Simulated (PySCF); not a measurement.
## Excitation energy of As⁺ by level of theory

As⁺ [Ar] 3d10 4s2 4p2 (3P) → As⁺ [Ar] 3d10 4s2 4p1 5s1 (3P), as a difference of total energies. Computed with PySCF 2.14 in aug-cc-pwCVDZ-PP with ECP10MDF (6s5p4d1f, 48 functions), with scalar relativity through the core potential. Correlated levels: valence and next inner shell: nothing frozen outside the core potential. The calculations carry no spin-orbit coupling.

```csv
method,excitation energy (cm⁻¹)
UHF,76951
MP2 (valence and next inner shell),77593
SCS-MP2 (valence and next inner shell),77282
CCSD (valence and next inner shell),77405
CCSD(T) (valence and next inner shell),77305
```

The promoted electron is Rydberg-like, and one or two diffuse shells describe it only roughly, which tends to raise the upper state.
